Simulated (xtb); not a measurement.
C53H18N, SMILES c1cc2cc3ccc4cc5ccc6cc7ccc8cc9ccc%10cc%11ccc%12cc1c1c2c2c3c4c3c5c6[n+]4c7c8c5c9c%10c6c%11c%12c1c1c2c3c4c5c61, charge +1. All values are semi-empirical tight-binding results from xtb (GFN2-xTB unless named), good for trends rather than for accurate numbers. The structure is a stationary point at GFN2-xTB.

Optimised geometry:

```xyz
72

C     -3.6264     0.7142     0.0006
C     -4.8614     1.4149     0.0020
C     -6.0823     0.6792     0.0044
C     -6.0951    -0.6729     0.0040
C     -4.8787    -1.4109     0.0012
C     -3.6469    -0.6981     0.0000
C     -2.4323     2.7829     0.0001
C     -3.6568     3.5019    -0.0003
C     -4.8578     2.8039     0.0011
N     -2.4340     1.4049    -0.0001
C     -1.2186     4.9303     0.0017
C     -2.4660     5.6144    -0.0002
C     -3.6305     4.9271    -0.0012
C     -1.2197     3.5071     0.0011
C     -2.4370    -1.4213    -0.0015
C     -4.8636    -2.8044     0.0004
C     -3.6749    -3.5299    -0.0011
C     -2.4398    -2.8285    -0.0020
C     -1.2343     0.7124    -0.0006
C     -1.2200    -0.6991    -0.0017
C      0.0117     2.8211     0.0018
C     -0.0048     1.4061     0.0003
C      1.2185     4.9478     0.0059
C     -0.0044     5.6142     0.0043
C      1.2289     3.5275     0.0040
C     -1.2154    -3.5353    -0.0030
C     -3.6423    -4.9548    -0.0011
C     -2.4682    -5.6326    -0.0018
C     -1.2129    -4.9550    -0.0029
C      0.0031    -1.4065    -0.0025
C      0.0034    -2.8262    -0.0034
C      1.2195     0.7009     0.0000
C      1.2264    -0.7079    -0.0018
C      2.4533     2.8208     0.0042
C      2.4489     1.4107     0.0016
C      3.6427     4.9546     0.0097
C      2.4685     5.6323     0.0093
C      3.6839     3.5288     0.0066
C      1.2261    -3.5323    -0.0043
C      0.0040    -5.6332    -0.0039
C      1.2206    -4.9530    -0.0048
C      2.4538    -1.4164    -0.0027
C      2.4522    -2.8273    -0.0043
C      3.6720     0.7052     0.0007
C      3.6748    -0.7092    -0.0018
C      4.8799     2.8142     0.0056
C      4.8994     1.4205     0.0022
C      3.6844    -3.5328    -0.0055
C      2.4733    -5.6350    -0.0061
C      3.6474    -4.9585    -0.0066
C      4.9021    -1.4233    -0.0032
C      4.8804    -2.8170    -0.0052
C      6.1165     0.6769     0.0002
C      6.1181    -0.6781    -0.0025
H     -7.0017     1.2435     0.0066
H     -7.0265    -1.2173     0.0059
H     -5.7921     3.3432     0.0016
H     -2.4605     6.6932    -0.0007
H     -4.5790     5.4408    -0.0025
H     -5.8044    -3.3347     0.0013
H     -0.0159     6.6941     0.0051
H     -4.5829    -5.4848    -0.0002
H     -2.4607    -6.7124    -0.0014
H      4.5815     5.4883     0.0124
H      2.4569     6.7118     0.0115
H      0.0051    -6.7137    -0.0039
H      5.8160     3.3538     0.0072
H      2.4626    -6.7147    -0.0067
H      4.5869    -5.4909    -0.0078
H      5.8163    -3.3572    -0.0062
H      7.0461     1.2263     0.0011
H      7.0490    -1.2253    -0.0041
```
Charge +1, spin multiplicity 1.

```json
{
  "point_group_as_xtb_finds_it": "C2v",
  "orbital_gap": "1.39 eV",
  "zero_point_energy": "324.8 kcal/mol",
  "G − E(el) at 298.15 K (modified RRHO)": "290.6 kcal/mol",
  "static polarisability (D4 model)": "509.3 bohr³",
  "solvation energy, GFN2-xTB/ALPB(water)": "-31.6 kcal/mol",
  "solvation energy, GFN2-xTB/ALPB(dmso)": "-49.7 kcal/mol"
}
```

Computed IR lines (harmonic; lines under 4 % of the strongest left out, lines within 3 cm⁻¹ merged):
ν (cm⁻¹): 582 (w), 801 (w), 873 (s), 1158 (w), 1166 (w), 1171 (w), 1265 (w), 1306 (m), 1321 (w), 1325 (m), 1343 (w), 1368 (m), 1391 (m), 1395 (w), 1401 (w), 1411 (w), 1418 (w), 1422 (w), 1443 (w), 1459 (w), 1473 (w), 1476 (w), 1500 (w), 1553 (w), 1568 (m), 1600 (m), 3082 (w), 3085 (w), 3097 (vs), 3109 (m) (against the strongest line: vs over 80 %, s over 45 %, m over 15 %, w over 4 %, vw less)

### Question
Give the atomic charges and the Wiberg bond orders between heavy atoms. (The exact figures need the calculation; the answer reports its results.)

### Answer
charges (e) C1 0.06, C2 0.01, C3 -0.03, C4 -0.03, C5 0.02, C6 0.00, C7 0.06, C8 0.01, C9 -0.03, N10 0.05, C11 0.02, C12 -0.03, C13 -0.03, C14 0.00, C15 0.01, C16 -0.04, C17 0.02, C18 0.01, C19 0.05, C20 0.00, C21 0.01, C22 0.00, C23 0.02, C24 -0.04, C25 0.01, C26 0.01, C27 -0.03, C28 -0.02, C29 0.02, C30 0.00, C31 0.00, C32 0.00, C33 0.01, C34 0.01, C35 0.00, C36 -0.02, C37 -0.03, C38 0.02, C39 0.01, C40 -0.03, C41 0.02, C42 0.00, C43 0.01, C44 0.01, C45 0.01, C46 -0.03, C47 0.02, C48 0.02, C49 -0.03, C50 -0.03, C51 0.02, C52 -0.03, C53 -0.03, C54 -0.03, H55 0.06, H56 0.06, H57 0.07, H58 0.06, H59 0.06, H60 0.06, H61 0.06, H62 0.05, H63 0.05, H64 0.05, H65 0.05, H66 0.05, H67 0.05, H68 0.05, H69 0.05, H70 0.05, H71 0.05, H72 0.05. Bond orders C1–C2 1.24, C2–C3 1.20, C3–C4 1.64, C4–C5 1.21, C1–C6 1.27, C5–C6 1.22, C7–C8 1.24, C2–C9 1.36, C8–C9 1.36, C1–N10 1.17, C7–N10 1.17, C11–C12 1.21, C8–C13 1.20, C12–C13 1.64, C7–C14 1.27, C11–C14 1.22, C6–C15 1.25, C5–C16 1.37, C16–C17 1.37, C15–C18 1.27, C17–C18 1.22, N10–C19 1.14, C15–C20 1.22, C19–C20 1.26, C14–C21 1.25, C19–C22 1.26, C21–C22 1.22, C11–C24 1.37, C23–C24 1.37, C21–C25 1.27, C23–C25 1.22, C18–C26 1.25, C17–C27 1.21, C27–C28 1.64, C26–C29 1.23, C28–C29 1.20, C20–C30 1.26, C26–C31 1.27, C30–C31 1.22, C22–C32 1.26, C30–C33 1.26, C32–C33 1.26, C25–C34 1.25, C32–C35 1.22, C34–C35 1.27, C23–C37 1.21, C36–C37 1.64, C34–C38 1.23, C36–C38 1.20, C31–C39 1.26, C29–C40 1.37, C39–C41 1.23, C40–C41 1.37, C33–C42 1.23, C39–C43 1.25, C42–C43 1.26, C35–C44 1.26, C42–C45 1.26, C44–C45 1.25, C38–C46 1.37, C44–C47 1.23, C46–C47 1.37, C43–C48 1.23, C41–C49 1.20, C48–C50 1.20, C49–C50 1.65, C45–C51 1.23, C48–C52 1.37, C51–C52 1.37, C47–C53 1.20, C51–C54 1.20, C53–C54 1.65.
